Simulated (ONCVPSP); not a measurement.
**What one change does to a pseudopotential (arsenic (As), ONCV)**

| Item | Value |
| --- | --- |
| Element | As (Z = 33) |
| Generator | ONCVPSP 4.0.1 |
| Type | optimised norm-conserving Vanderbilt (ONCV) |
| Functional | PW91 |
| Relativity | fully relativistic |
| Frozen core | [Ne] |
| Valence charge | 23 |
| Reference configuration | 3s2 3p6 3d10 4s2 4p2 (charge +1) |
| Partial waves | 3s+4s: rc 0.85 bohr, ncon 5, nbas 9, qcut 13.7 1/bohr, 2 projectors; 3p+4p: rc 1.15 bohr, ncon 4, nbas 7, qcut 11.7 1/bohr, 2 projectors; 3d: rc 1.05 bohr, ncon 4, nbas 8, qcut 13.6 1/bohr, 1 projector |
| Local potential | polynomial inside 0.80 bohr (lpopt 5, dvloc0 0 Ha) |
| Core correction | Teter function, fcfact 2.75, rcfact 1.6 |

Open shells are filled in proportion to 2j + 1.

All-electron outer shells of the reference configuration (PW91, scalar-relativistic, ld1.x):

```tsv
shell	level (eV)	outermost node (bohr)	outermost maximum (bohr)
2s	-1496.89	0.06	0.17
2p	-1314.01	–	0.14
3s	-200.09	0.25	0.52
3p	-143.52	0.22	0.52
3d	-50.51	–	0.47
4s	-23.45	0.73	1.59
4p	-13.41	0.78	1.90
```

Change: all radii but the core radius scaled by about 0.90 (s 0.76, p 1.04, d 0.94 bohr); local potential polynomial inside 0.72 bohr (lpopt 5, dvloc0 0 Ha).

Cutoffs: the cutoffs (Ha) at which the residual kinetic energy of the hardest occupied pseudo-wave falls to 1 and 0.1 mHa per electron; they do not see the model core or the augmentation charge, which bear on the density cutoff. Errors are all-electron minus pseudo energies relative to the spin-unpolarised reference configuration.

**Question.** What does the change do?

**Answer.** The potential gets harder (84 Ha and 135 Ha → 105 Ha and 343 Ha); of the 4 tests that both files solve, the error grows in 3 and shrinks in 1 by more than 15 % and 0.3 meV (median size 0.6 → 3.9 meV); neither file shows a bound ghost. A smaller radius makes the pseudo-wave follow the all-electron one further in, where it bends more sharply, so more plane waves are needed.

```csv
quantity,base,changed
"cutoff, loose",84 Ha,105 Ha
"cutoff, tight",135 Ha,343 Ha
loose cutoff by channel,"s 83 Ha, p 55 Ha, d 84 Ha","s 94 Ha, p 58 Ha, d 105 Ha"
bound ghosts,none,none
GHOST(+) flags under 300 eV,p1/2 at 187.6 eV,none
"error for 3s2 3p6 3d10 4s2 4p3, meV [ΔE -9.21 eV]",-0.2,-1.5
"error for 3s2 3p6 3d10 4s2 4p1, meV [ΔE 18.00 eV]",+0.4,+2.4
"error for 3s2 3p6 3d10 4s2 4p0, meV [ΔE 45.82 eV]",+0.8,+5.3
"error for 3s2 3p6 3d9 4s2 4p3, meV [ΔE 41.71 eV]",+137,+86
"rms error of d²Exc/dni dnj with the model core, mHa",6.24,6.48
```
